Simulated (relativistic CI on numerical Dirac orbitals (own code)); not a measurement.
## Zr³⁺: M2,3 absorption edge

Computed with this model: Dirac-Coulomb-Breit CI, separate exchange-only KLI orbitals for each configuration, model QED, valence Slater integrals scaled by 0.9, multiplet model of core-to-valence dipole absorption; configurations [Kr] 4d → [Ne] 3s2 3p5 3d10 4s2 4p6 4d2; 300 K; Lorentzian 2 eV and Gaussian 0.4 eV FWHM. Energies are those of the free ion, without screening or charge transfer. The branching ratio is the share of the lower-energy edge in the whole absorption, uncertain by about 0.02 where the edges overlap. S is read from ⟨S²⟩ = S(S + 1).

Field parameters in Wybourne normalisation: Td as Oh with Dq negative (B⁴₀ = 21Dq, B⁴₄ = √(5/14) B⁴₀). The field is a parameter set, without covalency.

free ion: ground-state S = 0.50, centroid 340.58 eV, branching ratio 0.758. Peaks (eV, height): 337.5 (100), 350.5 (31).

Td, 10Dq = -2650 cm⁻¹: ground-state S = 0.50, centroid 341.05 eV, branching ratio 0.728. Peaks (eV, height): 337.2 (100), 350.8 (35).

Td, 10Dq = -9350 cm⁻¹: ground-state S = 0.50, centroid 341.29 eV, branching ratio 0.716. Peaks (eV, height): 337.5 (100), 351.0 (38).

Td, 10Dq = -16000 cm⁻¹: ground-state S = 0.50, centroid 341.37 eV, branching ratio 0.714. Peaks (eV, height): 337.8 (100), 351.5 (38).

Td, 10Dq = -19400 cm⁻¹: ground-state S = 0.50, centroid 341.41 eV, branching ratio 0.713. Peaks (eV, height): 338.0 (100), 351.8 (38).

The statistical ratio of this edge is 2/3 = 0.667. Values above it arise where the holes sit mainly in the j = l + 1/2 valence subshell or the ground state has high spin; values below it where core-valence Coulomb terms move weight to the upper edge, as in nearly empty shells.

Strongest unbroadened transitions for free ion:

```tsv
Energy (eV)	Relative strength
336.43	66.7
336.63	42.8
337.16	13.6
337.29	11.5
337.41	6.9
337.51	8.4
337.70	100.0
337.80	38.4
337.85	8.4
338.11	13.1
340.66	3.8
349.97	13.1
350.26	42.3
351.28	2.6
351.32	21.5
351.46	12.3
351.67	3.0
354.49	5.6
```
